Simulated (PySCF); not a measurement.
**Excited states of Mg (magnesium, neutral)**

Ground state [Ne] 3s2, ¹S. Calculation: PySCF 2.14, in aug-cc-pVDZ with two added diffuse shells each of s, p, d type (7s6p4d, 45 functions); no relativity, point nucleus. Vertical excitation energies in eV without spin-orbit coupling; excited terms of each kind are numbered among those the solver found. Frozen: [He] 2s2.

```
 term  leading excitation  EOM-EE-CCSD  measured centre of gravity (NIST)
1 3P°              3s → p        2.604                       2.714 (3s3p)
1 1P°              3s → p        4.309                       4.346 (3s3p)
 1 3S              3s → s        5.029                       5.108 (3s4s)
 1 1S              3s → s        5.299                       5.394 (3s4s)
 1 1D              3s → d        5.662                       5.753 (3s3d)
2 3P°              3s → p        5.830                                n/a
 1 3D              3s → d        5.901                       5.946 (3s3d)
2 1P°              3s → p        6.035                                n/a
 2 3S              3s → s        6.335                                n/a
 2 1S              3s → s        6.419                                n/a
 2 1D              3s → d        6.479                                n/a
 2 3D              3s → d        6.672                                n/a
```

Only the lower part of the computed list is shown. Doubly excited terms such as np² are absent. The solver can miss terms. Rydberg members are limited by the diffuse functions of the basis.
